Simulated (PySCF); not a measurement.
## Electron correlation in O⁺ (oxygen, charge +1)

Starting occupation: [He] 2s2 2p2 3s1, 2p3/2 with m_j = +1/2, +3/2, 3s1/2 with m_j = +1/2. Calculation: PySCF 2.14, in x2c-SVPall-2c with one added diffuse shell of s type (4s2p1d, 15 functions); X2C-1e with screened-nucleus spin-orbit coupling, Gaussian nucleus. Frozen: 1s2; 5 electrons correlated.

MP2 pair energies summed by pair of shells (mhartree):

| pair | energy | share (%) |
| --- | --- | --- |
| 2p-2s | -33.51 | 52.0 |
| 2s-2s | -18.22 | 28.3 |
| 2s-3s | -5.51 | 8.5 |
| 2p-2p | -4.79 | 7.4 |
| 2p-3s | -2.45 | 3.8 |

Total MP2 correlation energy: -64.47 mhartree.

The GHF reference relaxed away from the jj start to a determinant that is no pure jj level (⟨S²⟩ = 3.75, ⟨J²⟩ = 8.75); the energies belong to that determinant.
